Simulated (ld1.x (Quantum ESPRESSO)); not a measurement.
Values are calculated unless marked as measured or tabulated.
**Pseudopotentials across the periodic table**

Generated with ld1.x 7.5 (TM, RRKJ, ultrasoft, PAW), atompaw 4.2 or ONCVPSP 4.0.1. The cutoff is in Ry: for ld1.x and atompaw files where the sum of valence levels is converged to 10 mRy in a Bessel basis, for ONCV files where the hardest occupied wave has 1 mHa per electron of residual kinetic energy. The error is the largest all-electron minus pseudo excitation energy over each file’s own four to seven test configurations (ionisations up to +4, promotions, holes and added fractions of an electron), all of which were solved. The labels leave out finer settings (local radius, basis sizes, second energies), which also bear on the numbers. Spin-polarised tests are not counted. The rows are a selection from randomly drawn settings: files with unsolved tests, undetermined cutoffs or missed reference levels are left out.

A true bound ghost makes a file unfit for plane-wave use even where its test errors are small: the radial tests pick states by their node count and pass the ghost by.

| element | potential | cutoff (Ry) | largest error (meV) | bound ghosts |
| --- | --- | --- | --- | --- |
| He | ultrasoft, PBE, scalar-relativistic, rc 0.80/0.70 (sp), local smoothed, core correction no, reference 1s2 | 55 | +13 | none |
| V | TM semilocal, PW91, scalar-relativistic, rc 2.10/2.90/1.85 (spd), local d, core correction no, reference 3d3 4s0 4p0 | 70 | +475 | none |
| Br | TM, revPBE, scalar-relativistic, rc 1.10/1.70 (sp), local smoothed, core correction yes, reference 4s2 4p5 | 100 | -42 | s, d |
| Hf | TM, LDA (PZ), scalar-relativistic, rc 3.20/3.00/2.90 (spd), local smoothed, core correction no, reference 5d2 6s2 6p0 | 18 | +277 | none |
| Tl | TM semilocal, PBE, scalar-relativistic, rc 2.10/2.50 (sp), local p, core correction no, reference 6s2 6p1 | 18 | +190 | none |
| Pb | TM, PBE, scalar-relativistic, rc 1.80/2.70 (sp), local smoothed, core correction yes, reference 6s2 6p2 | 21 | -566 | d |

Task: Fill in the row for S: ultrasoft, PBE, scalar-relativistic, rc 0.85/0.95 (sp), local smoothed, core correction no, reference 2s2 2p6 3s2 3p3.75.

Result: cutoff 140 Ry, largest error +569 meV, bound ghosts: none.

Task: Fill in the row for Sb: TM, PBEsol, scalar-relativistic, rc 1.50/2.60/2.35 (spd), local s, core correction yes, reference 5s2 5p3.

Result: cutoff 50 Ry, largest error -482 meV, bound ghosts: d.

Task: Fill in the row for K: TM, PBEsol, scalar-relativistic, rc 4.20/3.95/3.70 (spd), local p, core correction yes, reference 4s0.5 4p0.5.

Result: cutoff 6 Ry, largest error -2.0 meV, bound ghosts: none.
